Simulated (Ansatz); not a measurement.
Gas-phase electronic energies from Ansatz, PBE0-D4/def2-TZVP geometries. CCSD(T)/CBS is the MP2 limit (def2-TZVPP, def2-QZVPP) plus CCSD(T) − MP2 in def2-TZVPP, frozen cores. For Ge outer-core shells are correlated without core-valence functions, which leaves a few kJ/mol of doubt a bond. Scalar relativity is left out up to krypton. One conformer a species, not always the lowest.

`C[CH2][Ge][Cl]` + `[OH][GeH3]` → `C[O][GeH3]` + `[CH3][Ge][Cl]`  (substitution at a C–C bond)

```tsv
species	CCSD(T)/CBS(def2) energy (Eh)
`C[CH2][Ge][Cl]`	-2615.03092
`[OH][GeH3]`	-2153.69723
`C[O][GeH3]`	-2192.93708
`[CH3][Ge][Cl]`	-2575.77362
```

(1) Work out ΔE.

Largest T1 diagnostic among the species: 0.012.

Answers

(1) ΔE = (-2192.93708) + (-2575.77362) − (-2615.03092) − (-2153.69723) = 0.01745 Eh = +11.0 kcal/mol.

At CCSD(T), def2-SVP lies −1.6 kcal/mol from the extrapolated value and def2-TZVPP −0.9 kcal/mol. In def2-TZVPP, CCSD(T) changes the Hartree–Fock value by +3.0 kcal/mol (the triples alone add +0.3 kcal/mol) and MP2 by +4.3 kcal/mol. Leaving LDA and LC-ωPBE aside and taking each functional with its dispersion term where it has one, the values, not all of them listed here, spread over 1.9 kcal/mol, from BLYP-D4 to PBE-QIDH. LDA lies +1.1 kcal/mol from PBE without D4.
